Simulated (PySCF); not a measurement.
**Gas-phase thermal properties of SnS**

Method: PySCF energies (xtb for GFN2) plus ideal-gas RRHO corrections (1 bar). All species are closed-shell singlets. Sn: scalar-relativistic def2 core potential, no spin-orbit coupling. The harmonic model lacks anharmonicity and excited electronic states, which grow with temperature; levels with a mode under 35 cm⁻¹ are left out.

| level | point group | σ | ZPE (kJ/mol) | S°298 (J/mol/K) | Cp298 (J/mol/K) | S°1000 (J/mol/K) | H1000 − H298 (kJ/mol) |
|---|---|---|---|---|---|---|---|
| GFN2-xTB | C∞v | 1 | 3.0 | 243.4 | 34.2 | 287.1 | 25.5 |
| PBE/def2-SVP | C∞v | 1 | 2.8 | 244.1 | 34.6 | 287.9 | 25.6 |
| PBE0/def2-TZVP | C∞v | 1 | 3.0 | 243.3 | 34.3 | 287.0 | 25.5 |
σ: rotational symmetry number. Electronic degeneracy used: 1. Frequencies are unscaled.
